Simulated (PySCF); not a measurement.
## How exact exchange moves a shielding

Molecule: SMILES C#CC[BH2-][PH3+], C$_{3}$H$_{8}$BP.

Atoms are numbered as in `[CH:1]#[C:2][CH2:3][BH2-:4][PH3+:5]` (H(Xn): hydrogen on atom n).

GIAO shieldings (ppm, equivalent atoms averaged) in PySCF 2.14.0 with density-fitted response routines on the PBE0-D3(BJ)/def2-SVP geometry, basis pcSseg-2, gas phase, non-relativistic:

```csv
functional,exact exchange (%),σ(C2),σ(C1),σ(C3)
BLYP,0,81.0,108.7,169.4
BP86,0,84.4,110.4,174.1
PBE,0,84.2,110.3,174.3
B3LYP,20,83.8,109.7,175.1
mPW1PW91,25,87.4,111.4,180.0
BHandHLYP,50,88.3,111.8,182.0
HF,100,97.1,116.8,191.4
```

Question: Fit each shielding as a line in the percentage of exact exchange.

Answer: σ(C2) = 82.8 + 0.14 x (rms 1.4 ppm); σ(C1) = 109.4 + 0.07 x (rms 0.8 ppm); σ(C3) = 172.8 + 0.19 x (rms 1.9 ppm). The functionals also differ in their semilocal parts, which the line can't hold; Hartree–Fock has no correlation at all.

Question: What does the line predict for PBE0 (25 %), and what does the run give?

Answer: σ(C2): 86.3 predicted, 87.7 computed; σ(C1): 111.2 predicted, 111.9 computed; σ(C3): 177.6 predicted, 180.7 computed ppm.
